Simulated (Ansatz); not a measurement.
PBE exchange is replaced step by step with exact exchange (0 % is PBE, 25 % PBE0; no dispersion term), basis def2-TZVP, Ansatz. System: the cluster PbCl2 (the lowest singlet isomer of a short search). Charge 0, multiplicity 1. Geometry: PBE0-D4/def2-TZVP, each spin state at its own.

The relaxed quintet has other bonds than the singlet, so its gap is one between isomers.

Geometry of the singlet:

```xyz
3

Pb   -0.040   -1.010   -0.320
Cl   -0.600    1.061   -1.516
Cl    0.640   -0.051    1.836
```

In the def2 sets Pb takes a core potential; there is no spin–orbit coupling. The structure comes from a short search, and lower isomers may exist.

| exact exchange (%) | HOMO (eV) | LUMO (eV) | gap (eV) | triplet − singlet (kJ/mol) | quintet − singlet (kJ/mol) |
| --- | --- | --- | --- | --- | --- |
| 5 | -7.27 | -3.63 | 3.63 | 306.0 | 748.8 |
| 10 | -7.50 | -3.51 | 3.99 | 306.9 | 742.9 |
| 15 | -7.73 | -3.38 | 4.35 | 307.8 | 737.1 |
| 25 | -8.20 | -3.13 | 5.07 | 309.4 | 726.0 |
| 35 | -8.66 | -2.87 | 5.79 | 310.7 | 715.5 |
| 50 | -9.35 | -2.47 | 6.88 | 312.2 | 700.9 |

Question: Fit a straight line to the column «quintet − singlet (kJ/mol)» against the share of exact exchange and predict its value at 0 %.

Answer: With x = exact exchange (%) and y = quintet − singlet (kJ/mol): mean x = 23.33, mean y = 728.5; Σ(x − x̄)(y − ȳ) = -1528, Σ(x − x̄)² = 1433; slope b = -1.066, intercept a = ȳ − b·x̄ = 753.4. The residuals of the fitted rows reach 0.8. At x = 0 the line gives 753.4 + (-1.066 × 0) = 753.4; the run gave 755.0, 1.6 more than the line.
